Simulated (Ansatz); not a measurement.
Species: [Zn(OH)(NH2)] (charge 0, multiplicity 1).

Q: Give a relaxed geometry from PBE-D3(BJ)/def2-SVP (Ansatz, an electronic-structure program).

A: This is not unique; one that fits is the end point of this relaxation, one of several conformers.
Cartesian coordinates (Å) in one orientation:
```xyz
6

Zn     0.033     0.018    -0.025
O      0.615     1.548     0.686
H      1.131     2.069     0.044
N     -0.708    -1.602    -0.438
H     -0.011    -2.302    -0.726
H     -1.381    -1.550    -1.216
```
